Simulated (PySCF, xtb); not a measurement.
Al(F)2(OH) (AlF2HO), SMILES [OH][Al]([F])[F].

GFN2-xTB run with xtb at its own geometry gives an orbital gap of 5.43 eV and a dipole moment of 2.92 D.

Coordinates come from a PBE0-D3(BJ)/def2-SVP optimisation. The values are those of a single conformer.

Problem. What does CAM-B3LYP/def2-TZVPD in PySCF give? (Estimate from the structure and the level; the computed values follow.)

Solution. gap 10.85 eV (levels -11.59 and -0.75 eV), dipole 2.04 D.
